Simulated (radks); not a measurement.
Valence configurations of Mo+ (all share [Kr]). Calculated with a radial shooting solver on a logarithmic mesh with Libxc functionals: scalar-relativistic Kohn-Sham, SCAN, spin-polarised, spherical densities, finite nucleus; open shells are filled with parallel spins first (spin-orbit coupling, left out, can overturn this in heavy ions); meta-GGA in the generalised Kohn-Sham scheme; Fermi nuclear charge, rms radius 4.4091 fm. Energies are relative to 4d5; eigenvalues in eV for spin up.

| valence | E (eV) | moment (Bohr magnetons) | e(4d) | e(5p) | e(5s) |
|---|---|---|---|---|---|
| 4d5 | 0.000 | 5 | -11.579 | - | - |
| 4d4.5 5s0.5 | 0.746 | 5 | -12.833 | - | -11.248 |
| 4d4 5s1 | 1.596 | 5 | -14.066 | - | -12.130 |
| 4d4.5 5p0.5 | 3.038 | 5 | -13.358 | -6.890 | - |
| 4d4 5p1 | 6.488 | 5 | -15.117 | -7.808 | - |
| 4d3 5s2 | 6.766 | 3 | -16.616 | - | -12.918 |
| 4d3.5 5p1.5 | 10.341 | 5 | -16.856 | -8.712 | - |
| 4d1.5 5s2 5p1.5 | 22.316 | 3 | -21.956 | -10.170 | -15.855 |

NIST lists [Kr] 4d5 as the ground configuration; this level of theory agrees among the configurations tried. The energies are those of spherical high-spin densities, not of single terms.
